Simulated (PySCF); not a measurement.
## Basis-set dependence of population analyses: `[SiH3]SBP`

BH₆PSSi.
Cartesian coordinates in Å at the PBE0-D3(BJ)/def2-SVP level; atoms count from 1:
```xyz
10
BH6PSSi angstrom
Si    -1.708    0.582    0.316
S     -0.701   -0.166   -1.450
B      1.008   -0.336   -0.944
P      1.807    0.191    0.694
H     -0.985    1.773    0.848
H     -1.780   -0.472    1.369
H     -3.080    0.958   -0.123
H      1.742   -0.713   -1.826
H      0.848   -0.263    1.645
H      2.720   -0.890    0.830
```

PBE0 throughout (PySCF), one geometry, spherical d and f functions. Geometry: PBE0-D3(BJ)/def2-SVP, one conformer, isolated molecule. Atoms taken as equivalent share a column and are averaged.

Mulliken charges (e):

```
        basis  functions     Si1      S2      B3      P4  H5/H6/H7      H8  H9/H10
       STO-3G         38  +0.440  -0.026  -0.123  +0.205    -0.102  -0.049  -0.071
        6-31G         60  +0.435  -0.159  -0.219  +0.047    -0.070  +0.060  +0.023
     pcSseg-0         60  +0.320  -0.419  -0.035  -0.234    -0.003  +0.150  +0.113
       6-31G*         80  +0.294  -0.165  -0.116  -0.078    -0.036  +0.061  +0.055
      cc-pVDZ         98  +0.179  -0.140  -0.053  -0.057    -0.012  +0.020  +0.044
     def2-SVP         98  +0.304  -0.217  -0.041  -0.028    -0.035  +0.035  +0.026
  aug-cc-pVDZ        158  -0.738  -0.381  -0.466  -0.837    +0.311  +0.679  +0.405
6-311+G(2d,p)        168  +0.198  -0.086  -0.130  -0.059    -0.031  +0.029  +0.070
    def2-TZVP        178  +0.115  -0.155  +0.011  -0.201    +0.004  +0.046  +0.085
      cc-pVTZ        216  +0.133  -0.113  -0.062  -0.088    -0.002  +0.042  +0.047
     IGLO-III        227  +0.757  -0.344  +0.014  +0.146    -0.141  -0.033  -0.059
```

IAO charges (e):

```json
{"basis": "STO-3G", "functions": "38", "Si1": "+0.515", "S2": "-0.031", "B3": "-0.268", "P4": "+0.187", "H5/H6/H7": "-0.109", "H8": "+0.006", "H9/H10": "-0.041"}
{"basis": "6-31G", "functions": "60", "Si1": "+0.360", "S2": "-0.083", "B3": "-0.252", "P4": "+0.042", "H5/H6/H7": "-0.056", "H8": "+0.051", "H9/H10": "+0.025"}
{"basis": "pcSseg-0", "functions": "60", "Si1": "+0.335", "S2": "-0.091", "B3": "-0.257", "P4": "+0.029", "H5/H6/H7": "-0.046", "H8": "+0.054", "H9/H10": "+0.035"}
{"basis": "6-31G*", "functions": "80", "Si1": "+0.499", "S2": "-0.106", "B3": "-0.243", "P4": "+0.096", "H5/H6/H7": "-0.096", "H8": "+0.041", "H9/H10": "0.000"}
{"basis": "cc-pVDZ", "functions": "98", "Si1": "+0.495", "S2": "-0.104", "B3": "-0.250", "P4": "+0.089", "H5/H6/H7": "-0.095", "H8": "+0.043", "H9/H10": "+0.006"}
{"basis": "def2-SVP", "functions": "98", "Si1": "+0.510", "S2": "-0.101", "B3": "-0.252", "P4": "+0.100", "H5/H6/H7": "-0.100", "H8": "+0.039", "H9/H10": "+0.001"}
{"basis": "aug-cc-pVDZ", "functions": "158", "Si1": "+0.499", "S2": "-0.109", "B3": "-0.248", "P4": "+0.081", "H5/H6/H7": "-0.094", "H8": "+0.043", "H9/H10": "+0.009"}
{"basis": "6-311+G(2d,p)", "functions": "168", "Si1": "+0.527", "S2": "-0.107", "B3": "-0.258", "P4": "+0.101", "H5/H6/H7": "-0.103", "H8": "+0.043", "H9/H10": "+0.001"}
{"basis": "def2-TZVP", "functions": "178", "Si1": "+0.535", "S2": "-0.109", "B3": "-0.258", "P4": "+0.103", "H5/H6/H7": "-0.106", "H8": "+0.043", "H9/H10": "+0.001"}
{"basis": "cc-pVTZ", "functions": "216", "Si1": "+0.522", "S2": "-0.110", "B3": "-0.253", "P4": "+0.093", "H5/H6/H7": "-0.101", "H8": "+0.043", "H9/H10": "+0.004"}
{"basis": "IGLO-III", "functions": "227", "Si1": "+0.530", "S2": "-0.106", "B3": "-0.262", "P4": "+0.106", "H5/H6/H7": "-0.104", "H8": "+0.043", "H9/H10": "+0.001"}
```

Some averages cover members that differ in this geometry, most widely: H5/H6/H7, Mulliken in aug-cc-pVDZ +0.175 to +0.386; H9/H10, Mulliken in aug-cc-pVDZ +0.362 to +0.447 e.

Task: Which scheme is steadiest as the basis changes?

Result: Largest range over the bases for any column: IAO 0.20 e, Mulliken 1.50 e. IAO charges move least and Mulliken charges most, counted in e. Without the minimal STO-3G basis the ranges are IAO 0.20, Mulliken 1.50 e.

Task: How much do the charges still move between the two largest bases, cc-pVTZ and IGLO-III?

Result: At most, over all atoms: Mulliken 0.625 e, IAO 0.012 e.

Task: What do the same runs give for the total energy, the frontier levels and the dipole moment?

Result: 
```json
{"basis": "STO-3G", "energy (Eh)": "-1045.1942", "HOMO (eV)": "-4.08", "LUMO (eV)": "2.69", "μ (D)": "1.71"}
{"basis": "6-31G", "energy (Eh)": "-1056.9362", "HOMO (eV)": "-7.31", "LUMO (eV)": "-1.25", "μ (D)": "1.91"}
{"basis": "pcSseg-0", "energy (Eh)": "-1055.7995", "HOMO (eV)": "-7.53", "LUMO (eV)": "-1.56", "μ (D)": "2.07"}
{"basis": "6-31G*", "energy (Eh)": "-1057.0325", "HOMO (eV)": "-7.32", "LUMO (eV)": "-1.30", "μ (D)": "1.45"}
{"basis": "cc-pVDZ", "energy (Eh)": "-1057.0961", "HOMO (eV)": "-7.32", "LUMO (eV)": "-1.38", "μ (D)": "1.26"}
{"basis": "def2-SVP", "energy (Eh)": "-1056.7538", "HOMO (eV)": "-7.35", "LUMO (eV)": "-1.42", "μ (D)": "1.34"}
{"basis": "aug-cc-pVDZ", "energy (Eh)": "-1057.1024", "HOMO (eV)": "-7.40", "LUMO (eV)": "-1.51", "μ (D)": "1.19"}
{"basis": "6-311+G(2d,p)", "energy (Eh)": "-1057.1332", "HOMO (eV)": "-7.40", "LUMO (eV)": "-1.56", "μ (D)": "1.20"}
{"basis": "def2-TZVP", "energy (Eh)": "-1057.1376", "HOMO (eV)": "-7.39", "LUMO (eV)": "-1.55", "μ (D)": "1.13"}
{"basis": "cc-pVTZ", "energy (Eh)": "-1057.1476", "HOMO (eV)": "-7.39", "LUMO (eV)": "-1.52", "μ (D)": "1.15"}
{"basis": "IGLO-III", "energy (Eh)": "-1057.1349", "HOMO (eV)": "-7.36", "LUMO (eV)": "-1.49", "μ (D)": "1.16"}
```

The dipole is fixed by the density alone, so its range of 0.94 D shows that the density itself changes with the basis, not only its division among atoms.
